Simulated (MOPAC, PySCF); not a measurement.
H6Si3, SMILES `[SiH2]1[SiH2][SiH2]1`, neutral singlet in the gas phase. 

Cartesian coordinates (Å):
```xyz
9

Si     1.3066    -0.3329     0.0549
Si    -0.9391    -0.9651    -0.0864
Si    -0.3674     1.2981     0.0315
H      2.0362    -0.5830     1.3175
H      2.1639    -0.4872    -1.1410
H     -1.4456    -1.5034    -1.3682
H     -1.5733    -1.5992     1.0904
H     -0.5267     2.1343    -1.1786
H     -0.6544     2.0385     1.2800
```
Charge 0, multiplicity 1.

All levels are single points at this geometry (B3LYP-D3(BJ)/def2-TZVP); Pople sets use spherical d functions. Orbital energies aren't observables, and empty levels follow the basis.

PBE-D3(BJ)/def2-TZVP in PySCF gives dipole (D) = 0.00.

Problem. Estimate the dipole (D) from each of these levels: B3LYP-D3(BJ)/def2-TZVP in PySCF; B3LYP/6-311+G** in PySCF; B3LYP/6-31G* in PySCF; BP86/6-31G* in PySCF; HF/3-21G in PySCF; HF/STO-3G in PySCF; AM1 in MOPAC; PM7 in MOPAC.

Solution. 
```tsv
level	dipole (D)
B3LYP-D3(BJ)/def2-TZVP in PySCF	0.00
B3LYP/6-311+G** in PySCF	0.00
B3LYP/6-31G* in PySCF	0.00
BP86/6-31G* in PySCF	0.00
HF/3-21G in PySCF	0.00
HF/STO-3G in PySCF	0.00
AM1 in MOPAC	0.00
PM7 in MOPAC	0.00
```
